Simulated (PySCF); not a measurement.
Species: C₆H₆N₂S.
Numbering: `[CH2:1]=[CH:2][c:3]1[n:4][n:5][s:6][c:7]1[CH:8]=[CH2:9]` (hydrogens: H10, H11 on C1; H12 on C2; H13 on C8; H14, H15 on C9)

Cartesian coordinates in Å at the GFN2-xTB level; atoms count from 1:
```
atom  x, y, z in Å
C1    -2.546   -1.062    1.000
C2    -1.379   -0.891    0.389
C3    -0.601    0.322    0.507
N4    -1.035    1.356    1.256
N5    -0.285    2.356    1.288
S6     1.099    2.180    0.386
C7     0.633    0.590   -0.096
C8     1.413   -0.251   -0.956
C9     2.583    0.091   -1.488
H10   -2.963   -0.287    1.619
H11   -3.108   -1.975    0.898
H12   -0.959   -1.669   -0.232
H13    0.986   -1.224   -1.164
H14    3.127   -0.581   -2.129
H15    3.032    1.053   -1.299
```

Method: TDDFT CAM-B3LYP/def2-SVPD, vertical, gas phase, core orbitals frozen in the response in PySCF.

Transition dipole moments from the ground state, in atomic units and in the frame of the coordinates above (overall signs are arbitrary), for the states with f of 0.002 or more among the lowest 7:

```json
{"state": "S2", "E (eV)": "4.307", "μx": "1.485", "μy": "0.013", "μz": "-0.873"}
{"state": "S3", "E (eV)": "5.061", "μx": "-0.558", "μy": "0.329", "μz": "0.487"}
{"state": "S4", "E (eV)": "5.308", "μx": "-0.064", "μy": "0.058", "μz": "-0.113"}
{"state": "S5", "E (eV)": "5.545", "μx": "1.180", "μy": "1.095", "μz": "-0.177"}
{"state": "S7", "E (eV)": "6.171", "μx": "0.523", "μy": "0.352", "μz": "-0.143"}
```

(1) Work out the oscillator strengths.

(2) The point group is Cs. Which irreducible representation does each state belong to?

(3) Which bond between heavy atoms lies closest to the direction of the S5 transition dipole?

(4) What angle do the transition dipoles of S3 and S5 make?

(5) What peak molar absorption coefficient would the strongest computed level give as a lone Gaussian band 0.4 eV wide at half height?

## Answers

(1) f = (2/3) ΔE |μ|² with ΔE in hartree (27.2114 eV).

```csv
state,|μ|² (au),|μ| (D),f
S2,2.966,4.38,0.313
S3,0.657,2.06,0.081
S4,0.020,0.36,0.003
S5,2.624,4.12,0.356
S7,0.419,1.64,0.063
```

(2) From a totally symmetric ground state, an allowed state transforms like the component of the dipole operator along its μ. Polarised normal to the mirror plane, so A″: S4. Polarised in the mirror plane, so A′: S2, S3, S5 and S7.

(3) N4–N5, at 13° from it; next C2–C3 at 18°.

(4) |cos θ| = |μa·μb| / (|μa| |μb|) = 0.29, so θ ≈ 73° (taken between 0 and 90°, since the signs are arbitrary).

(5) ε(max) = 2.175×10⁸ f / FWHM, with the width in cm⁻¹. S5: 2.175×10⁸ × 0.3565 / 3226 ≈ 24000 L mol⁻¹ cm⁻¹.

One conformer stands for the species.
